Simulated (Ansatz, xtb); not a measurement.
Ligand exchange: CH3Br + SiH3(OH) → CH4O + SiH3Br

Species: CH3Br (bromomethane) `CBr`, singlet; SiH3(OH) (silanol), singlet; CH4O (methanol) `CO`, singlet; SiH3Br `[SiH3]Br`, singlet. The partners trade Br for OH: C–Br and Si–OH bonds give way to C–OH and Si–Br.

Shapes, held fixed at every level: PBE0-D4/def2-TZVP. Programs: Ansatz 0.2.0, xtb 6.7.1. The zero-point and thermal change to 298 K, harmonic and unscaled (PBE0-D4/def2-TZVP), is +3.5 kJ/mol.

| level | kind | ΔH(298 K) (kJ/mol) | less CCSD(T)/def2-TZVPP |
| --- | --- | --- | --- |
| GFN1-xTB | semi-empirical | +55.2 | +13.9 |
| HF/def2-TZVPP | Hartree–Fock | +36.3 | -5.0 |
| SPW92/def2-TZVPP | LDA | +30.7 | -10.6 |
| PBE0-D4/def2-TZVPP | global hybrid | +30.0 | -11.3 |
| r2SCAN0-D4/def2-TZVPP | global hybrid | +34.6 | -6.7 |
| MP2/def2-TZVPP | perturbation theory | +44.6 | +3.3 |
| CCSD(T)/def2-SVP | coupled cluster or CI | +17.4 | -23.9 |
| CCSD/def2-SVP | coupled cluster or CI | +16.8 | -24.5 |
| CCSD(T)/def2-TZVPP | coupled cluster or CI | +41.3 | 0.0 |

The highest level, CCSD(T)/def2-TZVPP, gives ΔH(298 K) = +41.3 kJ/mol; the levels span +16.8 to +55.2. The column of differences is taken from that level and isn't an error. No measured value is set beside it here. Relativity is left out for Br. Outer-core shells of Br are correlated, in sets that cover them unevenly.
